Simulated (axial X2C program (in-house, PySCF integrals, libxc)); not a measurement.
**Outer orbitals of LiIn⁻ at 2.985 Å, r2SCAN**

Computed with an in-house relativistic program for diatomic molecules. Spin-free means the one-electron spin-free X2C Hamiltonian; two-component (2c) means X2C with spin–orbit coupling and atomic mean-field two-electron Coulomb and Gaunt terms, so the difference of the two also holds small scalar two-electron terms. Basis: In dyall-acv3z [12s13p10d5f1g], Li dyall-av3z [9s9p3d] (cores contracted in-house); Gaussian nuclei, density fitting, unrestricted open shells. Masses: In 114.904 u, Li 7.016 u.

The distance is close to the 2c PBE0 minimum; the highest filled and lowest empty levels are listed.

Spin-free orbitals, state M_S = 1/2, Λ = 1 (beyond evenly filled blocks: π+α) (Löwdin shares):

```
symmetry  occupied  ε (eV)              atomic character
     δ+α       yes  -14.63                     100% In d
     δ-α       yes  -14.63                     100% In d
     δ+β       yes  -14.57                     100% In d
     δ-β       yes  -14.57                     100% In d
     π+α       yes  -14.56                     100% In d
     π-α       yes  -14.56                     100% In d
      σα       yes  -14.55                     100% In d
     π-β       yes  -14.49                     100% In d
     π+β       yes  -14.49                     100% In d
      σβ       yes  -14.48                     100% In d
      σα       yes   -4.64   74% In s, 13% Li p, 7% Li s
      σβ       yes   -3.64   77% In s, 11% Li p, 6% Li s
      σα       yes    0.13   72% In p, 20% Li s, 6% Li p
      σβ       yes    0.58  54% Li s, 22% In p, 17% Li p
     π+α       yes    0.75   76% In p, 17% Li p, 6% Li d
     π-α        no    0.75   76% In p, 17% Li p, 6% Li d
      σα        no    0.86   80% Li p, 15% Li s, 4% In p
     π+α        no    1.33                      99% Li p
     π-α        no    1.33                      99% Li p
```

The highest filled level is positive, so this functional does not bind it, and the empty levels of an anion are set by the basis. A filled and an empty partner (Λ and −Λ, same spin) share one energy because the functional has no current term.

Spinors with spin–orbit coupling (state Ω = 1/2):

```json
{"ω": "3/2", "occupied": "yes", "ε (eV)": "-15.02", "atomic character": "100% In d", "λ mixture": "84% δ, 16% π"}
{"ω": "-3/2", "occupied": "yes", "ε (eV)": "-14.98", "atomic character": "100% In d", "λ mixture": "80% δ, 20% π"}
{"ω": "1/2", "occupied": "yes", "ε (eV)": "-14.95", "atomic character": "100% In d", "λ mixture": "65% π, 35% σ"}
{"ω": "-1/2", "occupied": "yes", "ε (eV)": "-14.94", "atomic character": "100% In d", "λ mixture": "56% π, 44% σ"}
{"ω": "-5/2", "occupied": "yes", "ε (eV)": "-14.24", "atomic character": "100% In d", "λ mixture": "100% δ"}
{"ω": "5/2", "occupied": "yes", "ε (eV)": "-14.18", "atomic character": "100% In d", "λ mixture": "100% δ"}
{"ω": "-3/2", "occupied": "yes", "ε (eV)": "-14.18", "atomic character": "100% In d", "λ mixture": "80% π, 20% δ"}
{"ω": "-1/2", "occupied": "yes", "ε (eV)": "-14.14", "atomic character": "100% In d", "λ mixture": "56% σ, 44% π"}
{"ω": "3/2", "occupied": "yes", "ε (eV)": "-14.13", "atomic character": "100% In d", "λ mixture": "84% π, 16% δ"}
{"ω": "1/2", "occupied": "yes", "ε (eV)": "-14.12", "atomic character": "100% In d", "λ mixture": "65% σ, 35% π"}
{"ω": "-1/2", "occupied": "yes", "ε (eV)": "-4.59", "atomic character": "74% In s, 13% Li p, 7% Li s", "λ mixture": "100% σ"}
{"ω": "1/2", "occupied": "yes", "ε (eV)": "-3.59", "atomic character": "77% In s, 11% Li p, 6% Li s", "λ mixture": "100% σ"}
{"ω": "-1/2", "occupied": "yes", "ε (eV)": "0.15", "atomic character": "72% In p, 20% Li s, 5% Li p", "λ mixture": "100% σ"}
{"ω": "1/2", "occupied": "yes", "ε (eV)": "0.58", "atomic character": "50% Li s, 26% In p, 16% Li p", "λ mixture": "95% σ, 5% π"}
{"ω": "1/2", "occupied": "yes", "ε (eV)": "0.72", "atomic character": "73% In p, 17% Li p, 6% Li d", "λ mixture": "94% π, 6% σ"}
{"ω": "-3/2", "occupied": "no", "ε (eV)": "0.85", "atomic character": "75% In p, 19% Li p, 6% Li d", "λ mixture": "100% π"}
{"ω": "-1/2", "occupied": "no", "ε (eV)": "0.88", "atomic character": "80% Li p, 15% Li s, 4% In p", "λ mixture": "100% σ"}
{"ω": "1/2", "occupied": "no", "ε (eV)": "1.32", "atomic character": "99% Li p", "λ mixture": "100% π"}
{"ω": "-3/2", "occupied": "no", "ε (eV)": "1.32", "atomic character": "99% Li p", "λ mixture": "100% π"}
```

The highest filled level is positive, so this functional does not bind it, and the empty levels of an anion are set by the basis.

Task: How does the gap between the highest filled and lowest empty level change from the spin-free to the 2c table?

Result: From 0.00 to 0.13 eV at r2SCAN, a change of 0.13 eV.

Mulliken charges and populations of the two-component result (they depend on the basis, above all on diffuse functions):

In -0.69 e (s 9.96 p 19.72 d 20.00), Li -0.31 e (s 3.00 p 0.31 d 0.01). ⟨Lz⟩ = 0.99 ħ and ⟨Sz⟩ = -0.49 ħ (-0.76 and 0.27 on the two atoms), which add up to Ω.

One determinant describes the state; a PBE0 search over occupations chose it and may have missed a lower one. Density functionals use the spin component along the axis (collinear). PBE0 can misorder states that lie within some tenths of an eV, so this need not be the ground state of the molecule. The nearest other spin-free determinant of the search, M_S = 3/2, Λ = 0, lies 0.21 eV up at the distance of the search. The functionals have no current-density term, which raises determinants with orbital currents, atoms included. The highest occupied level of some functionals is positive through self-interaction error; at Hartree–Fock it is bound. The determinant is spin-polarised beyond a pure state at some levels (its spin-free form has ⟨S²⟩ too high), which makes Re and μ there less reliable.
